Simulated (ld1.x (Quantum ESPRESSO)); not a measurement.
## S: one change to an ultrasoft potential, before and after

S, ultrasoft, made with ld1.x (Quantum ESPRESSO) 7.5 (LDA (PZ), scalar-relativistic). Core [Ne], reference 3s2 3p3.5 (charge +0.5). Waves: 3s (bound): rcut 1.15, rcutus 1.25 bohr; 3s channel at -1.1 Ry: rcut 1.15, rcutus 1.25 bohr; 3p (bound): rcut 1.15, rcutus 1.30 bohr; 3p channel at 0.85 Ry: rcut 1.15, rcutus 1.30 bohr; 3d channel at 0.45 Ry: rcut 1.10, rcutus 1.20 bohr; 3d channel at 2.75 Ry: rcut 1.10, rcutus 1.20 bohr. Local part: all-electron potential smoothed inside 1.00 bohr (lloc = -1). Core correction: a·sin(br)/r model core inside 1.25 bohr. Augmentation charge: built from norm-conserving waves at rcut, not smoothed further.

Change: core correction none.

Cutoffs: the cutoffs (Ry, on a coarse ladder) from which the occupation-weighted sum of valence levels, in a spherical-Bessel basis at the reference potential, stays within 10 and 1 mRy of its value at 400 Ry; they do not see the model core or the augmentation charge, which bear on the density cutoff. Errors are all-electron minus pseudo energies relative to the spin-unpolarised reference configuration.

Task: What does the change do?

Result: The potential gets neither clearly harder nor softer (40 Ry and 50 Ry → 40 Ry and 50 Ry); both files keep a bound ghost (s); of the 9 tests that both files solve, the error grows in 7 and shrinks in 0 by more than 15 % and 0.3 meV (median size 8.6 → 13.8 meV). Exchange and correlation are not linear in the density, so unscreening with the valence charge alone errs where core and valence overlap; a model core restores that term.

```tsv
quantity	base	changed
cutoff, loose	40 Ry	40 Ry
cutoff, tight	50 Ry	50 Ry
bound ghosts	s	s
error for 3s2 3p4, meV [ΔE -4.71 eV]	+0.6	+0.7
error for 3s2 3p3, meV [ΔE 7.15 eV]	+0.1	+0.3
error for 3s2 3p2, meV [ΔE 29.53 eV]	+8.6	+14
error for 3s2 3p0, meV [ΔE 110.67 eV]	+160	+258
error for 3s2 3p1, meV [ΔE 63.68 eV]	+48	+76
error for 3s1 3p5, meV [ΔE 5.53 eV]	+1.8	+2.5
error for 3s1 3p4, meV [ΔE 17.95 eV]	+2.1	+4.4
error for 3s2 3p3.5 (spin-polarised), meV [ΔE -1.22 eV]	+59	+110
error for 3s2 3p4 (spin-polarised), meV [ΔE -5.41 eV]	+33	+61
s: phases at 1.40 bohr within 0.05 rad from the reference energy up to (Ry; the scan ends near 5)	to the end of the scan	to the end of the scan
p: phases at 1.40 bohr within 0.05 rad from the reference energy up to (Ry; the scan ends near 5)	to the end of the scan	to the end of the scan
d: phases at 1.40 bohr within 0.05 rad from the reference energy up to (Ry; the scan ends near 5)	to the end of the scan	to the end of the scan
lowest overlap eigenvalue by channel	s 0.16, p 0.29, d 0.95	s 0.16, p 0.29, d 0.95
```

 A true bound ghost makes a file unfit for plane-wave use even where its test errors are small: the radial tests pick states by their node count and pass the ghost by.
